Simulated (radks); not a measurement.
Spherical quantum dot in the effective-mass picture: electrons in a hard-walled sphere of radius 2.62, with a point charge +2 (a donor) at the centre, all in effective atomic units (hartree* = m*/eps^2 hartree, bohr* = eps/m* bohr), one dielectric constant everywhere. Calculated with a radial shooting solver with Libxc functionals: non-relativistic Kohn-Sham, r2SCAN, spin-polarised, spherical densities, generalised Kohn-Sham scheme. Levels are named by radial order and angular momentum (1s, 1p, 1d, 2s, ...), and open shells are averaged over m. Results are scaled to m* = 0.054 and eps = 4.3, for which hartree* = 79.47 meV and bohr* = 4.214 nm.

N = 26, configuration 1s2 1p6 1d10 2s2 1f(up 6, down 0). This is the lowest configuration that the search found. Occupied and some empty levels:

| level | occupation | eigenvalue (meV) | <r> (nm) |
|---|---|---|---|
| 1s up | 1 | 980.29 | 6.476 |
| 1s down | 1 | 986.54 | 6.256 |
| 1p up | 3 | 1023.1 | 7.501 |
| 1p down | 3 | 1032.7 | 7.439 |
| 1d up | 5 | 1080.9 | 7.830 |
| 1d down | 5 | 1092.1 | 7.799 |
| 2s up | 1 | 1098.5 | 4.269 |
| 2s down | 1 | 1102.5 | 4.445 |
| 1f up | 6 | 1157.8 | 8.073 |
| 1f down | 0 | 1170.3 | 8.057 |
| 1g up | 0 | 1252.6 | 8.270 |
| 1g down | 0 | 1266.3 | 8.264 |
| 2p up | 0 | 1278.3 | 5.525 |
| 2p down | 0 | 1282.4 | 5.540 |
| 2d up | 0 | 1415.9 | 6.223 |
| 2d down | 0 | 1422.2 | 6.215 |

Energy (meV): total 14890.4, kinetic 5341.7, external -2818.9, Hartree 13749, exchange-correlation -1381.6.
